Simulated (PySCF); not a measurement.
Al(Me)2(PH2) (C₂H₈AlP), SMILES [CH3][Al]([CH3])[PH2]. Atoms are numbered in the order given.

```xyz
12

Al    -0.3408     0.0848    -0.2819
C     -1.8591    -1.1474    -0.3864
H     -2.0631    -1.4341    -1.4326
H     -2.7760    -0.6534    -0.0188
H     -1.7227    -2.0711     0.1967
C     -0.2800     1.7313    -1.3412
H      0.2269     1.5405    -2.3044
H      0.2845     2.5358    -0.8429
H     -1.2856     2.1133    -1.5816
P      1.3781    -0.3347     1.2481
H      2.4258     0.1010     0.3797
H      1.5029    -1.7182     0.9135
```
Charge 0, spin multiplicity 1.

The structure is a stationary point at PBE0-D3(BJ)/def2-SVP. The structure was generated by enumeration; whether it is a known compound was not checked. The values are those of a single conformer.

Computed with PBE0-D3(BJ)/def2-SVP (PySCF).

Frequencies are harmonic and unscaled.

| mode | ν (cm⁻¹) | IR (km/mol) | Raman (Å⁴/amu) | depolarisation | moving atoms (share of kinetic energy) |
|---|---|---|---|---|---|
| 1 | 20 | 0.0 | 0.2 | 0.72 | H 96 % |
| 2 | 29 | 0.0 | 0.2 | 0.74 | H 98 % |
| 3 | 114 | 9.6 | 1.3 | 0.75 | H 43 %, C 23 %, P 21 %, Al 12 % |
| 4 | 144 | 0.2 | 1.1 | 0.75 | H 76 %, C 14 % |
| 5 | 155 | 2.8 | 1.8 | 0.72 | C 39 %, H 34 %, Al 13 %, P 13 % |
| 6 | 165 | 9.5 | 1.9 | 0.45 | Al 45 %, H 34 %, C 18 % |
| 7 | 380 | 11.0 | 23.1 | 0.10 | P 44 %, Al 24 %, C 20 %, H 12 % |
| 8 | 459 | 5.4 | 4.3 | 0.67 | H 91 % |
| 9 | 553 | 3.2 | 1.8 | 0.68 | H 88 %, C 11 % |
| 10 | 562 | 5.4 | 2.5 | 0.63 | H 85 %, C 12 % |
| 11 | 597 | 26.5 | 12.0 | 0.18 | C 47 %, H 28 %, Al 22 % |
| 12 | 626 | 5.2 | 7.6 | 0.73 | H 61 %, C 29 %, Al 9 % |
| 13 | 672 | 61.1 | 4.1 | 0.35 | H 69 %, C 19 %, Al 11 % |
| 14 | 724 | 86.3 | 0.1 | 0.73 | Al 38 %, H 38 %, C 23 % |
| 15 | 743 | 174.0 | 0.2 | 0.51 | H 63 %, C 22 %, Al 14 % |
| 16 | 1083 | 22.1 | 29.7 | 0.75 | H 97 % |
| 17 | 1207 | 44.8 | 0.1 | 0.18 | H 78 %, C 21 % |
| 18 | 1208 | 13.5 | 3.3 | 0.04 | H 80 %, C 20 % |
| 19 | 1416 | 1.6 | 5.8 | 0.75 | H 95 % |
| 20 | 1417 | 0.7 | 14.4 | 0.75 | H 95 % |
| 21 | 1421 | 0.7 | 15.9 | 0.75 | H 95 % |
| 22 | 1426 | 5.7 | 2.3 | 0.73 | H 95 % |
| 23 | 2400 | 32.4 | 171.1 | 0.13 | H 97 % |
| 24 | 2418 | 48.7 | 124.3 | 0.75 | H 97 % |
| 25 | 3038 | 2.9 | 13.3 | 0.13 | H 97 % |
| 26 | 3039 | 2.6 | 275.3 | 0.00 | H 97 % |
| 27 | 3128 | 3.7 | 97.2 | 0.75 | H 91 %, C 9 % |
| 28 | 3131 | 5.0 | 95.9 | 0.70 | H 91 %, C 9 % |
| 29 | 3154 | 4.3 | 105.0 | 0.74 | H 91 %, C 9 % |
| 30 | 3157 | 4.6 | 89.5 | 0.75 | H 91 %, C 9 % |
